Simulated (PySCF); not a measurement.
# Working out the ionisation energy of As+

As+ [Ar] 3d10 4s2 4p2 (3P) → As(2+) [Ar] 3d10 4s2 4p1 (2P). Computed with PySCF 2.14 in dyall-av2z (16s12p8d, 92 functions), with no relativity, point nucleus. Frozen: [Ar] 3d10; the 34 highest virtual orbitals dropped. Energies in hartree (1 hartree = 27.21139 eV):

```
            part   As+ (lower)  As(2+) (upper)
             UHF  -2233.865653    -2233.206036
CCSD correlation     -0.063475       -0.052041
             (T)     -0.000924       -0.000530
```

Q: What does Hartree-Fock give?

A: (-2233.206036) − (-2233.865653) = 0.659617 hartree = 17.949 eV.

Q: What do CCSD and CCSD(T) give?

A: The CCSD correlation energies differ by 0.011434 hartree = 0.311 eV and the triples by 0.000394 hartree = 0.011 eV, so CCSD gives 18.260 eV and CCSD(T) 18.271 eV.

A first-order spin-orbit estimate adds -0.031 eV to CCSD(T) (valence), giving 18.240 eV against 18.589 eV (measured; NIST Atomic Spectra Database, ionization energies).

The calculation is non-relativistic.

A double-zeta basis recovers only part of the correlation energy.

What remains against the reference includes basis incompleteness, the frozen core and higher excitations.
